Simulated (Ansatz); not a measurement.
**Scan of the H3–O1–Sn2–H4 dihedral angle**

SnH4O (SMILES [OH][SnH3]), closed shell, at its PBE0-D4/def2-TZVP minimum:

```
6
angstrom
O 0.9143 -0.7524 0.9308
Sn -0.2823 0.3542 -0.1751
H 1.1502 -1.5851 0.5168
H -1.7211 -0.5231 -0.4615
H 0.5141 0.7116 -1.6447
H -0.5331 1.7307 0.7874
```

The dihedral angle H3–O1–Sn2–H4 (60.0° at the minimum) is set to the values below, the two halves turning rigidly about the central bond. Each method's energies count from its own value at the PBE0-D4 minimum structure. Computed with Ansatz 0.2.0 (basis: def2-TZVPP); correlated methods freeze the cores. Filled d shells of the heavier atoms are correlated. Core potentials replace the inner electrons of the atoms past krypton. The def2 sets are not built for correlating such inner shells, so the correlated values are less sure here. B3LYP uses VWN-RPA correlation.

```json
{"dihedral angle (°)": "64.6", "CCSD(T) (kcal/mol)": "0.003", "wB97M-V (kcal/mol)": "0.003", "B3LYP-D4 (kcal/mol)": "0.003", "HF (kcal/mol)": "0.002"}
{"dihedral angle (°)": "81.7", "CCSD(T) (kcal/mol)": "0.066", "wB97M-V (kcal/mol)": "0.058", "B3LYP-D4 (kcal/mol)": "0.062", "HF (kcal/mol)": "0.057"}
{"dihedral angle (°)": "98.9", "CCSD(T) (kcal/mol)": "?", "wB97M-V (kcal/mol)": "0.173", "B3LYP-D4 (kcal/mol)": "0.184", "HF (kcal/mol)": "0.165"}
{"dihedral angle (°)": "116.0", "CCSD(T) (kcal/mol)": "0.357", "wB97M-V (kcal/mol)": "0.315", "B3LYP-D4 (kcal/mol)": "0.334", "HF (kcal/mol)": "0.290"}
{"dihedral angle (°)": "133.1", "CCSD(T) (kcal/mol)": "?", "wB97M-V (kcal/mol)": "0.448", "B3LYP-D4 (kcal/mol)": "0.472", "HF (kcal/mol)": "0.397"}
{"dihedral angle (°)": "150.3", "CCSD(T) (kcal/mol)": "0.600", "wB97M-V (kcal/mol)": "0.545", "B3LYP-D4 (kcal/mol)": "0.574", "HF (kcal/mol)": "0.461"}
{"dihedral angle (°)": "167.4", "CCSD(T) (kcal/mol)": "?", "wB97M-V (kcal/mol)": "0.594", "B3LYP-D4 (kcal/mol)": "0.627", "HF (kcal/mol)": "0.479"}
```

(1) Fill in the withheld CCSD(T) values. (An estimate is asked for; the value comes from the calculation.)

No T1 diagnostic of these runs exceeds 0.014.

Answers

(1) By the calculation: 0.198 kcal/mol at 98.9°; 0.501 kcal/mol at 133.1°; 0.648 kcal/mol at 167.4°. These count from the CCSD(T) energy at the PBE0-D4 minimum.

Largest difference from the CCSD(T) curve over the scan: PBE-D4 0.030; r2SCAN-D4 0.016; PBE0-D4 0.056; MP2 0.036 kcal/mol. Each curve counts from its own value at the minimum.

For scale, one of the runs: CCSD(T)/def2-TZVPP, 137 basis functions (an equivalent command: `ansatz run in.yaml --threads 2`). Time: 11 s of wall clock on 2 CPU threads; the host was shared. Peak host memory: 0.87 GiB.
